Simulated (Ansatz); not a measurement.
Cost and result for the atomization energy of CH6S2Si, SMILES `SC[SiH2]S` (10 atoms, 9 bonds).

Z-matrix (Å, degrees):
```
C
Si 1 1.877
S 1 1.812 2 111.7
H 1 1.094 2 108.5 3 -115.8
H 1 1.092 2 112.7 3 125.3
S 2 2.139 1 112.3 3 -55.4
H 2 1.483 1 108.8 3 66.7
H 2 1.487 1 110.3 3 -171.7
H 3 1.344 1 96.4 2 60.8
H 6 1.344 2 94.2 1 77.3
```

The species carries charge 0 and has multiplicity 1. Geometry: relaxed with PBE0-D4/def2-TZVP. It is one conformer, not always the lowest. Program: Ansatz. All runs use 2 threads of an Arm Neoverse V2 on a shared host. Times are those of one run each, without the atoms' runs, and a repeat can differ threefold. Electronic energies, without spin–orbit coupling; frozen cores. CCSD(T)/CBS adds CCSD(T) − MP2 in def2-TZVPP to the MP2 limit, and its time is that of the two runs behind it. T1 = 0.011. B3LYP takes the VWN-RPA correlation (the form of Gaussian; ORCA's B3LYP/G). HSE06 is the plane-wave form, built on full-range PBE exchange.

CCSD(T)/CBS is a level of theory with its own doubt, some kJ/mol a heavy atom from the limit and from the frozen cores, so smaller differences don't rank the functionals.

```csv
level,functions,wall time,atomization (kcal/mol),difference from CCSD(T)/CBS,per bond
LDA (SPW92)/def2-TZVPP,241,1.8 s,870.4,101.1,11.2
BLYP-D4/def2-TZVPP,241,3 s,759.7,-9.6,-1.1
CCSD(T)/def2-SVP,98,3.4 s,712.8,-56.5,-6.3
PBE0-D4/def2-TZVPP,241,4.7 s,767.0,-2.3,-0.3
BHLYP-D4/def2-TZVPP,241,4.9 s,750.2,-19.1,-2.1
HSE06-D4/def2-TZVPP,241,5 s,767.4,-1.9,-0.2
B3LYP-D4/def2-TZVPP (with forces),241,7.5 s,765.3,-4.0,-0.4
PBE-QIDH/def2-TZVPP,241,7.5 s,761.9,-7.4,-0.8
r2SCANh-D4/def2-TZVPP,241,8 s,766.9,-2.4,-0.3
B97M-V/def2-TZVPP,241,15 s,774.9,5.6,0.6
MP2/def2-QZVPP,447,29 s,764.0,-5.3,-0.6
CCSD(T)/def2-TZVPP,241,6.8 min,746.8,-22.5,-2.5
CCSD(T)/CBS(def2),–,7.3 min,769.3,0.0,0.0
```

From BLYP to BHLYP (50 % exact exchange), in def2-TZVPP and without D4, the atomization energy moves by −4.1 kcal/mol: exact exchange takes away binding that semilocal exchange gives to molecules. The D4 term adds +10.2 kcal/mol with B3LYP and +5.3 kcal/mol with PBE0; it sums over pairs of atoms, weighted by their polarisabilities, and B3LYP, whose exchange is more repulsive, gets the larger term. At CCSD(T), def2-SVP lies −56.5 kcal/mol from the extrapolated value and def2-TZVPP −22.5 kcal/mol: correlation converges slowly with the basis, and small sets miss more of it in the bonded molecule than in its fragments.
